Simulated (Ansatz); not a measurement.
Relaxation of AlBCl₂FH₃O (9 atoms, charge 0, multiplicity 1), to a largest force component of 0.03 eV/Å in at most 50 steps.

Level of theory: RKS revPBE/def2-SVP in Ansatz 0.2.0.

```xyz
9
Properties=species:S:1:pos:R:3
B -0.051 -0.328 -0.471
F 0.103 -0.251 2.051
Cl 1.416 0.630 -0.783
Cl -1.647 0.444 -0.686
O 0.061 -1.684 -0.239
Al -0.902 -3.149 -0.362
H -0.415 -4.303 0.631
H -2.053 -3.253 -1.468
H 0.656 -0.942 1.754
```

Problem. Where does it end, and by what steps?

Solution. The run converged. The force dipped under the threshold on the way, but the program's further checks kept it going. After 33 steps the energy has fallen by 0.783 eV; H8 moved furthest, 2.24 Å. Joined: F2–Al6 (3.90 → 2.00 Å).

```
step  energy less start (eV)  largest force component (eV/Å)  accepted
   0                  0.0000                           0.932       yes
   2                 -0.0194                           1.454        no
   4                 -0.0880                           0.309       yes
   6                 -0.1156                           0.184       yes
   8                 -0.1228                           0.201       yes
  10                 -0.1266                           0.067       yes
  12                 -0.1304                           0.149       yes
  14                 -0.1348                           0.444       yes
  16                 -0.2043                           0.838       yes
  18                 -0.4095                           0.563       yes
  20                 -0.5416                           0.370       yes
  22                 -0.6121                           0.283       yes
  24                 -0.6629                           0.492       yes
  26                 -0.7312                           0.194       yes
  28                 -0.7740                           0.076       yes
  30                 -0.7797                           0.027       yes
  32                 -0.7821                           0.071       yes
  33                 -0.7829                           0.011       yes
```

```xyz
9
Properties=species:S:1:pos:R:3
B 0.110 -0.103 -0.881
F -0.012 -2.170 2.061
Cl 1.065 1.349 -0.513
Cl -0.587 -0.299 -2.509
O -0.089 -1.053 0.059
Al -0.929 -2.698 0.369
H -0.129 -3.932 -0.230
H -2.491 -2.562 0.622
H 0.231 -1.368 1.452
```

Run time: 76 s on 4 threads of Arm Neoverse V1 (shared host), peak memory 0.19 GiB.
